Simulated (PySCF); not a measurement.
Hf(OH)3(SH) (H4HfO3S), SMILES [OH][Hf]([OH])([OH])[SH], multiplicity 1.

The structure is a stationary point at B3LYP-D3(BJ)/def2-SVP. The multiplicity is an assumed one; no other spin state was optimised. The structure was generated by enumeration; whether it is a known compound was not checked. The def2 effective core potentials stand for the cores of Hf; spin–orbit coupling is left out. The values are those of a single conformer.

Computed with PBE/def2-TZVP (PySCF).

Symmetry labels are those of the subgroup Cs that the program uses (full group Cs).

### Question
List the valence orbital energies around the gap with their symmetry. (Estimate from the structure and the level; the computed values follow.)

### Answer

```csv
orbital,symmetry,energy (eV)
HOMO−7,A",-8.22
HOMO−6,A',-8.20
HOMO−5,A',-7.88
HOMO−4,A',-7.63
HOMO−3,A",-7.60
HOMO−2,A",-7.24
HOMO−1,A',-6.71
HOMO,A",-5.69
LUMO,A',-0.95
LUMO+1,A',-0.82
LUMO+2,A",-0.44
LUMO+3,A',-0.18
```
